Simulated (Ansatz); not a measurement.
CH$_{9}$NOSi$_{2}$, SMILES `NC([SiH3])[SiH2]O`. Total charge 0; spin multiplicity 1. Geometry: relaxed with PBE0-D4/def2-TZVP. It is one conformer, not always the lowest.

```xyz
14

N     0.194    1.682   -0.101
C     0.548    0.266    0.100
Si    1.215   -0.445   -1.509
Si   -0.846   -0.737    0.848
O    -1.370    0.164    2.133
H    -0.235    2.059    0.737
H    -0.489    1.777   -0.844
H     1.395    0.217    0.799
H     2.499    0.197   -1.888
H     0.222   -0.205   -2.593
H     1.421   -1.913   -1.368
H    -0.396   -2.089    1.286
H    -1.954   -0.904   -0.138
H    -2.206   -0.069    2.538
```

(1) What is the dipole moment at PBE/def2-TZVPP? (An estimate is asked.)

(2) And with r2SCAN, B3LYP, ωB97M-V? (An estimate is asked.)

(3) Give the Mulliken charges with PBE, B3LYP, r2SCAN in def2-TZVPP. (Best estimate.)

## Answers

(1) Computed: 1.91 D, with components (-1.67, -0.29, 0.87) D in this frame, pointing from negative to positive charge.

(2) Computed: r2SCAN 1.97 D, B3LYP 1.99 D, ωB97M-V 2.03 D.

(3) Ansatz gave: 
| atom | PBE | B3LYP | r2SCAN |
| --- | --- | --- | --- |
| N1 | -0.32 | -0.34 | -0.35 |
| C2 | -0.06 | -0.09 | -0.09 |
| Si3 | 0.17 | 0.24 | 0.26 |
| Si4 | 0.36 | 0.45 | 0.47 |
| O5 | -0.37 | -0.41 | -0.43 |
| H6 | 0.15 | 0.14 | 0.14 |
| H7 | 0.14 | 0.13 | 0.14 |
| H8 | 0.10 | 0.09 | 0.07 |
| H9 | -0.04 | -0.06 | -0.06 |
| H10 | -0.06 | -0.07 | -0.08 |
| H11 | -0.05 | -0.07 | -0.07 |
| H12 | -0.10 | -0.10 | -0.10 |
| H13 | -0.09 | -0.10 | -0.10 |
| H14 | 0.19 | 0.18 | 0.20 |

B3LYP here is the variant with VWN-RPA as its local correlation; programs differ in this.
